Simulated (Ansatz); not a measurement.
Relaxation of a periodic cell of 37 atoms, H$_{27}$C$_{5}$Cl$_{5}$ (contents 5 CH3Cl + 6 H2, density as packed 0.76 g/cm³ with natural masses), to a largest force component of 0.3 eV/Å in at most 15 steps.

Computed with DFT r2SCAN-D3(BJ), scalar-relativistic, plane waves, PAW (Ansatz 0.2.0). Settings: accuracy low, cutoff 500 eV, k mesh 1x1x1, fermi-dirac smearing 0.05 eV, no spin polarisation.

```xyz
37
Lattice="8.3203 0.0000 0.0000 0.0000 8.3203 0.0000 0.0000 0.0000 8.3203" Properties=species:S:1:pos:R:3
C 2.420 4.607 0.667
Cl 2.569 4.639 2.438
H 2.475 5.626 0.289
H 3.233 4.012 0.255
H 1.462 4.163 0.402
C 3.168 0.079 1.215
Cl 4.662 0.923 1.678
H 2.449 0.810 0.850
H 3.397 -0.640 0.431
H 2.767 -0.434 2.086
C 6.271 7.590 3.530
Cl 7.595 6.445 3.837
H 6.161 8.243 4.393
H 6.510 8.178 2.646
H 5.351 7.031 3.367
C 5.104 2.603 4.916
Cl 5.185 4.205 4.149
H 5.861 2.547 5.695
H 4.114 2.468 5.347
H 5.289 1.841 4.162
C -0.018 2.271 1.228
Cl 0.630 2.105 -0.419
H 0.212 3.268 1.598
H -1.096 2.124 1.199
H 0.443 1.521 1.866
H 4.821 6.396 0.702
H 4.355 6.158 1.222
H 7.615 4.395 2.721
H 7.356 4.453 2.034
H 5.536 5.308 6.916
H 5.585 5.363 6.183
H 3.012 -0.122 5.269
H 2.694 0.323 4.774
H 3.297 5.191 6.036
H 3.050 4.714 5.531
H 7.908 2.004 5.015
H 8.231 2.043 4.353
```

Question: Where does it end, and by what steps?

Answer: It converged. The threshold is loose, so the end isn't yet a minimum. The force dipped under the threshold on the way, but the program's further checks kept it going. Limits of this set-up: coarse k mesh, low accuracy level. After 14 steps the energy has fallen by 1.749 eV; H28 moved furthest, 1.62 Å.

```tsv
step	energy less start (eV)	largest force component (eV/Å)	accepted
0	0.0000	0.716	yes
1	-0.5428	0.308	yes
2	-0.8719	0.366	yes
3	-1.1053	0.485	yes
4	-1.2662	0.411	yes
5	-1.3764	0.334	yes
6	-1.4675	0.244	yes
7	-1.5357	0.532	yes
8	-1.5852	0.835	yes
9	-1.6599	0.497	yes
10	-1.7063	0.274	yes
11	-1.7232	0.311	yes
12	-1.7381	0.335	yes
13	-1.7493	0.175	yes
14	-1.7494	0.175	yes
```

```xyz
37
Lattice="8.3203 0.0000 0.0000 0.0000 8.3203 0.0000 0.0000 0.0000 8.3203" Properties=species:S:1:pos:R:3
C 2.392 4.318 0.443
Cl 2.251 4.515 2.219
H 2.552 5.299 0.008
H 3.236 3.663 0.250
H 1.466 3.886 0.073
C 2.804 0.166 1.000
Cl 4.197 1.190 1.472
H 1.993 0.825 0.707
H 3.113 -0.453 0.163
H 2.527 -0.450 1.850
C 6.435 7.519 4.237
Cl 8.174 7.146 3.974
H 6.343 8.011 5.203
H 6.101 8.164 3.429
H 5.895 6.578 4.222
C 5.171 2.720 4.851
Cl 5.883 3.917 3.730
H 5.844 2.600 5.694
H 4.204 3.093 5.174
H 5.050 1.791 4.305
C -0.543 1.677 1.450
Cl -0.588 1.624 -0.343
H 0.231 2.377 1.754
H -1.511 2.019 1.798
H -0.326 0.677 1.814
H 5.128 6.549 1.289
H 4.726 6.035 1.647
H 7.800 5.179 1.315
H 7.417 4.970 0.713
H 5.783 5.312 7.132
H 6.007 5.227 6.428
H 3.243 0.023 5.306
H 2.774 0.502 4.988
H 3.377 5.557 5.582
H 2.671 5.486 5.344
H 8.917 2.020 4.817
H 8.937 2.717 4.544
```

Whether the end is a true minimum wasn't checked by a vibrational analysis.

The run took 6.4 min on 1 thread of Arm Neoverse V1, on a shared host, peak memory 0.96 GiB.
